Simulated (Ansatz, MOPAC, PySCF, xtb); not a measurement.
Dimer: N2 (SMILES N#N) (first 2 atoms) with HI (SMILES I); geometry from B3LYP-D3(BJ)/def2-TZVP, rigid monomers moved along the line of their centres of mass till N2···H4 is 2.34 Å.
(charge 0, multiplicity 1):
```xyz
4

N      0.10168     0.11003    -1.00507
N      0.21014     0.11947     0.08007
I      0.48674     0.15672     4.02960
H      0.40229     0.14049     2.41673
```

```csv
level,interaction energy (meV),cost
PM3,6.2,-
PM6,-35.6,-
GFN2-xTB,-70.6,-
HF/def2-QZVPPD,47.9,-
PBE-D3(BJ)/def2-TZVPPD,-37.2,×1
r2SCAN-D4/def2-TZVPPD,-7.8,×2
B3LYP/3-21G (no counterpoise),-78.1,-
B3LYP/def2-TZVPPD,13.1,×2
B3LYP-D3(BJ)/def2-TZVPPD,-24.7,×2
"MP2/CBS(def2-TZVPPD, def2-QZVPPD)",-35.6,-
SCS-MP2/def2-TZVPPD,-8.5,-
CCSD/def2-TZVPPD,-1.0,-
CCSD/def2-QZVPPD,-6.1,-
"CCSD(T)/CBS(def2-TZVPPD, def2-QZVPPD)",-21.6,×500*
```

The rows run from -78.1 (B3LYP/3-21G (no counterpoise)) to 47.9 meV (HF/def2-QZVPPD). The dispersion term adds -37.9 in B3LYP-D3(BJ).

Monomers are frozen at their geometry in the pair; levels with a basis set take the counterpoise correction. Rows marked so take none.

Frozen-core correlation. Filled d and f shells under p-block atoms count as core. CBS: X⁻³ extrapolation of the correlation energy, Hartree–Fock from the larger set. Rows in 3-21G carry no dispersion term and start afresh at each structure; the Pople sets are all-electron and without relativity. The state reached by PM3, PM6 isn't checked.

The values were computed with Ansatz (Gaussian orbitals); MOPAC for PM3, PM6 (differences of heats of formation); PySCF for 3-21G rows, the dispersion terms; xtb for the GFN methods. Values without a source in brackets are computed. In def2 rows elements past Kr take small-core potentials, without spin–orbit coupling.

Costs are rough ratios of core time to PBE/def2-TZVPPD (about 2.5 s over the structures, on one shared machine); a dash marks a level with no comparable run of its own. A star marks coupled-cluster runs past 200 virtual orbitals, where the program's memory plan changes under this machine's limit, so their costs aren't comparable with smaller runs.

Ansatz is a quantum-chemistry and plane-wave program.
